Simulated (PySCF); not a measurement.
Problem. What does the PBE0-D3(BJ)/def2-SVP structure of `COC[SiH2]S` look like in three dimensions?

Solution. 
Z-matrix in Å and degrees, rows numbered from 1:
```
C 
O   1  1.3964
C   2  1.4031  1  113.81
Si  3  1.8957  2  106.99  1   178.38
S   4  2.1429  3  106.33  2   -52.67
H   1  1.1073  2  111.69  3    60.29
H   1  1.1076  2  111.70  3   -60.83
H   1  1.0989  2  107.93  3   179.68
H   3  1.1101  2  111.47  1    58.66
H   3  1.1107  2  111.49  1   -60.61
H   4  1.4934  3  109.57  2    69.41
H   4  1.4921  3  110.58  2  -170.21
H   5  1.3547  4   89.91  3    37.01
```

Of the pairs four or more bonds apart, O2···H13 is among the closest relative to their van der Waals radii: 2.44 Å, 90 % of the sum of Bondi's values. Si4 (SiH2 silicon) is tetrahedral (angles from 106.3° to 112.7°).

Method: PBE0-D3(BJ)/def2-SVP geometry optimisation, gas phase (PySCF).

Point group: C1 (no symmetry element, even within 0.4 Å). No frequency check. One conformer, not necessarily the lowest (C1–O2–C3–Si4 178°, O2–C3–Si4–S5 -53°, C3–Si4–S5–H 37°).
